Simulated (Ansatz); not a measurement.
GaH3BrCl, singlet: at the start structure of a reaction step.

Input (in.yaml):

```yaml
crystal:
  periodic: [false, false, false]
  atoms:
    - {symbol: Ga, position_ang: [-0.701455, -0.401198, 0.411471]}
    - {symbol: Br, position_ang: [-0.997435, 1.771024, -0.429834]}
    - {symbol: H, position_ang: [-1.200151, -1.517548, -0.549185]}
    - {symbol: H, position_ang: [-0.361075, -0.443771, 1.928093]}
    - {symbol: H, position_ang: [1.397117, 0.875394, -0.852750]}
    - {symbol: Cl, position_ang: [1.862900, -0.283900, -0.507896]}
basis:
  gaussian: {orbitals: def2-SVP}
hamiltonian: {xc: {name: wB97M-V}}
```

Command:

```bash
ansatz run in.yaml --threads 4 --pin off --events-out ev --progress --plain --max-ram 9574MiB
```

What Ansatz 0.2.0 printed:

```
Functional definition: wB97M-V
  name "wB97M-V"
  cite "Mardirossian & Head-Gordon, J. Chem. Phys. 144, 214110 (2016) doi:10.1063/1.4952647"
  cite "Becke, J. Chem. Phys. 107, 8554 (1997) doi:10.1063/1.475007"
  cite "Vydrov & Van Voorhis, J. Chem. Phys. 133, 244103 (2010) doi:10.1063/1.3521275"
  # Of w^i u^j: cxij and so on, Table III.
  parameter omega = 0.3/bohr
  parameter cx = 0.15
  parameter cx01 = 1.007
  parameter cx10 = 0.259
  parameter css00 = 0.443
  parameter css04 = -1.437
  parameter css10 = -4.535
  parameter css20 = -3.390
  parameter css43 = 4.278
  parameter cos00 = 1.000
  parameter cos10 = 1.358
  parameter cos20 = 2.924
  parameter cos21 = -8.812
  parameter cos60 = -1.390
  parameter cos61 = 9.142
  parameter b = 6.0
  parameter c = 0.01
  gx(w, u) = 1 - cx + cx01*u + cx10*w
  gss(w, u) = css00 + css04*u^4 + css10*w + css20*w^2 + css43*w^4*u^3
  gos(w, u) = cos00 + cos10*w + (cos20 + cos21*u)*w^2 + (cos60 + cos61*u)*w^6
  exchange = spin_sum(e_x_unif_sr(omega)*gx(b97_w, b97_u_x)) + cx*exact_x_sr(omega) + exact_x_lr(omega)
  correlation = spin_sum(e_c_pw_mod_same_spin*gss(b97_w, b97_u_same))
      + integral(e_c_pw_mod_opposite_spin*gos(b97_w_opposite, b97_u_opposite)) + vv10(b, c)
943 factors; integrals over basis functions are off by at most 1.2e-3 eV
220 factors; integrals over basis functions are off by at most 7.9e-6 eV
mean field evaluation 1: about -134969.7629 eV, gradient 2.1e1 eV
mean field evaluation 2: about -134970.2081 eV, gradient 1.9e1 eV
mean field evaluation 4: about -134970.6556 eV, gradient 5.5e-1 eV
mean field evaluation 8: about -134970.6816 eV, gradient 3.9e-2 eV
mean field evaluation 16: about -134970.6816 eV, gradient 4.1e-5 eV
mean field -134970.68163022 eV, -4960.0810634969 hartree, gradient 4.1e-5 eV, S^2 0.000000; 0 other end points of the search recorded, 0 dependent functions left out
reference -134970.68167136 eV, -4960.0810650086 hartree; 43, 43 occupied and 54, 54 virtual orbitals, 943 factors
Total energy: -134970.68167136 eV, -4960.0810650086 hartree
```

The lines “mean field evaluation” count trial sets of orbitals through the whole run, from several starts and some on an approximate energy, so they need not fall steadily or lie above the final value.

Hardware: 4 CPU threads of an Intel Xeon, shared host. Wall time about 6.5 s.
